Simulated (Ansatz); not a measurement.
Cartesian coordinates in Å:
```
C 1.2599 0.0924 0.4790
Si 0.5450 0.5590 -1.2159
Si -1.6183 0.3269 -0.3300
Si -0.2241 -0.9189 1.0924
H 2.2308 -0.4048 0.4841
H 1.3352 1.0014 1.0861
H 0.8197 -0.5217 -2.2036
H 1.0226 1.8500 -1.7843
H -2.7208 -0.3034 -1.1010
H -2.1034 1.5810 0.3114
H -0.1191 -2.3257 0.6141
H -0.4275 -0.9361 2.5676
```

Charge 0, multiplicity 1.

List the PBE0/def2-TZVPP orbital energies in eV (Ansatz 0.2.0). (An estimate is asked.)

Ansatz gave: Occupied: -1802.51, -1802.51, -1802.33, -278.00, -144.84, -144.84, -144.71, -99.50, -99.50, -99.49, -99.49, -99.49, -99.49, -99.37, -99.36, -99.35, -19.85, -15.63, -14.36, -13.31, -12.02, -11.06, -10.04, -9.64, -9.22, -8.51, -8.25, -7.23. Lowest empty: -0.49, -0.30, 0.12, 0.72, 1.37, 1.53, 1.94, 1.97.
